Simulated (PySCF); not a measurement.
Excitation energy of Dy⁺ by level of theory

Dy⁺ [Xe] 4f10 6s1 (high-spin determinant) → Dy⁺ [Xe] 4f10 5d1 (high-spin determinant), as a difference of total energies. All numbers are calculated (PySCF 2.14, the spin-free X2C one-electron Hamiltonian (Gaussian nucleus), in x2c-TZVPPall (11s7p7d4f2g, 113 functions)). Correlated levels: valence: [Kr] 4d10 frozen; valence and next inner shell: [Ar] 3d10 frozen. The calculations carry no spin-orbit coupling.

| method | excitation energy (eV) |
| --- | --- |
| UHF | 2.026 |
| LDA | 2.043 |
| PBE | 1.931 |
| PBE0 | 1.857 |
| r2SCAN | 1.732 |
| MP2 (valence) | 2.034 |
| SCS-MP2 (valence) | 2.063 |
| MP2 (valence and next inner shell) | 2.073 |
| SCS-MP2 (valence and next inner shell) | 2.099 |

**Question.** How much does correlation contribute at MP2 (valence and next inner shell)?

**Answer.** 2.073 − (2.026) = 0.047 eV, measured against UHF.

A first-order spin-orbit estimate (lowest level to lowest level, LS coupling) adds 0.091 eV.

The determinant of the upper state and of the lower state mixes LS terms, which raises its energy above the lowest term, most at the Hartree-Fock and MP2 levels.
